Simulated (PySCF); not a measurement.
## Nuclear quadrupole coupling in `C#C[SiH2]S[Si@H](C)CC(=O)O`

C5H10O2SSi2.
SMILES with atom numbers: `[CH:1]#[C:2][SiH2:3][S:4][Si@H:5]([CH3:6])[CH2:7][C:8](=[O:9])[OH:10]` (hydrogens: H11 on C1; H12, H13 on Si3; H14 on Si5; H15, H16, H17 on C6; H18, H19 on C7; H20 on O10)

Structure used (GFN2-xTB), in Å, numbered top down from 1:
```xyz
20
C5H10O2SSi2 angstrom
C      3.4285    1.4069   -0.3934
C      3.1043    0.2521   -0.2998
Si     2.5557   -1.5111   -0.2144
S      0.8387   -1.7758   -1.5077
Si    -0.8027   -0.8666   -0.4566
C     -2.3162   -0.9649   -1.5831
C     -0.3834    0.9646   -0.0731
C     -1.4850    1.4655    0.7764
O     -2.5309    1.9207    0.3895
O     -1.2303    1.2898    2.0872
H      3.7186    2.4160   -0.4698
H      3.5513   -2.3997   -0.7917
H      2.1578   -1.8227    1.1556
H     -0.9699   -1.5808    0.8134
H     -3.0928   -0.2936   -1.2282
H     -2.7242   -1.9706   -1.6187
H     -2.0627   -0.6788   -2.6008
H     -0.3390    1.5332   -0.9987
H      0.5645    1.0405    0.4535
H     -1.9876    1.5860    2.6154
```

Field gradients from the PBE0/pcSseg-1 density (PySCF, non-relativistic), principal values in atomic units, ordered |Vxx| ≤ |Vyy| ≤ |Vzz|:

```json
{"atom": "S4", "Vxx": "0.2028", "Vyy": "1.4009", "Vzz": "-1.6037"}
{"atom": "O9", "Vxx": "0.7062", "Vyy": "0.8792", "Vzz": "-1.5854"}
{"atom": "O10", "Vxx": "-0.4384", "Vyy": "-1.2030", "Vzz": "1.6414"}
```

**Question.** Find the asymmetry η = (Vxx − Vyy)/Vzz and the couplings χ = eQV/h (234.96 MHz × Q in barn × V in au), with Q(33S) = −0.0678 b, Q(17O) = −0.0256 b.

**Answer.** 
```
atom            environment  nucleus     η  χzz (MHz)  χxx (MHz)  χyy (MHz)
  S4  sulfur bonded to 2 Si      33S  0.75      25.55      -3.23     -22.32
  O9   acid carbonyl oxygen      17O  0.11       9.54      -4.25      -5.29
 O10   acid hydroxyl oxygen      17O  0.47      -9.87       2.64       7.24
```

**Question.** What is Vzz at S4 in SI units (1 au = 9.71736 × 10²¹ V/m²)?

**Answer.** -1.6037 au = -15.583 × 10²¹ V/m².

Were the hydrogens deuterons (Q(2H) = 0.00286 b), χzz would run from 107 kHz (H14) to 293 kHz (H20).

Geometry: GFN2-xTB, one conformer, isolated molecule. GFN2-xTB bond lengths can be off by several hundredths of an ångström, more for odd bonds, and the gradients follow them. A larger basis could move these couplings by a tenth or more.
